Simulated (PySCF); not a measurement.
SiBrF2, SMILES F[Si](F)Br, multiplicity 2.

The structure is a stationary point at PBE0-D3(BJ)/def2-SVP.

These are PySCF with TDA-PBE0/def2-SVPD values and carry that method's errors.

Vertical excitations. Gas-phase values at a fixed geometry.

```
state    energy (eV)  λ (nm)      f                                                                      main pairs
-------  -----------  ------  -----  ------------------------------------------------------------------------------
root 1          4.03     308  0.001                                                                β HOMO→LUMO 99 %
root 2          4.14     299  0.010                                                              β HOMO−1→LUMO 98 %
root 3          5.90     210  0.046                                                                α HOMO→LUMO 98 %
root 4          5.99     207  0.046                                          α HOMO→LUMO+1 62 %, β HOMO−2→LUMO 35 %
root 5          6.42     193  0.207                      α HOMO→LUMO+2 41 %, α HOMO→LUMO+1 20 %, β HOMO−2→LUMO 31 %
root 6          6.53     190  0.075  α HOMO→LUMO+2 47 %, α HOMO→LUMO+1 12 %, α HOMO→LUMO+3 10 %, β HOMO−2→LUMO 26 %
root 7          7.03     176  0.001                                                              β HOMO−3→LUMO 98 %
root 8          7.26     171  0.008                                                              α HOMO→LUMO+3 87 %
root 9          7.37     168  0.005                                                              β HOMO−4→LUMO 95 %
root 10         7.64     162  0.004                                        α HOMO−1→LUMO+1 62 %, β HOMO→LUMO+1 18 %
```
Unrestricted roots are not spin-pure.
